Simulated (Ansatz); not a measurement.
The first iterations of a band of BH$_{4}$NOTe (8 atoms, charge 0, multiplicity 1).

The calculation used Ansatz, RKS PBE0-D4/def2-SVP.

| Quantity | Value |
| --- | --- |
| movable images | 7 |
| climbing image | yes |
| spring | 5.0 eV/Å² |
| optimiser | quadratic models (default) |
| start path | IDPP |
| force threshold | 0.05 eV/Å |
| iteration limit | 45 |
| end points | relaxed |

First end point:

```xyz
8
Properties=species:S:1:pos:R:3
N -0.289 0.955 -0.101
B 0.388 -0.265 0.057
O 1.732 -0.390 0.241
Te -0.671 -2.189 0.027
H 0.176 1.855 -0.091
H -1.287 1.018 -0.235
H 2.208 0.447 0.257
H -2.163 -1.487 -0.212
```

Last end point:

```xyz
8
Properties=species:S:1:pos:R:3
N -0.490 1.061 0.048
B 0.407 -0.011 0.010
O 1.736 0.236 -0.169
Te -0.309 -2.092 0.261
H -1.472 0.976 0.257
H -0.164 2.009 -0.093
H 2.275 -0.545 -0.314
H -1.891 -1.691 -0.056
```

| iteration | highest image above the first end (eV) | largest band force component (eV/Å) |
| --- | --- | --- |
| 1 | 1.279 | 1.578 |
| 2 | 1.191 | 0.917 |
| 3 | 0.968 | 0.686 |
| 4 | 0.809 | 1.118 |
| 5 | 0.698 | 1.117 |
| 6 | 0.607 | 0.774 |

Problem. Does the band converge within its limit, and where does its top end?

Solution. The run converged. It ended after 18 iterations with the highest image 0.480 eV above the first end. The profile has 2 maxima (images 3, 6) with wells between them (image 5): this band takes more than one step, which may be the mechanism or a detour left from its start path. A vibrational analysis at the climbing image gives one clearly imaginary mode, 351i cm⁻¹: a first-order saddle point.

Run time: 8.9 min on 1 thread of Arm Neoverse V1, with other jobs on the host, peak memory 0.19 GiB.
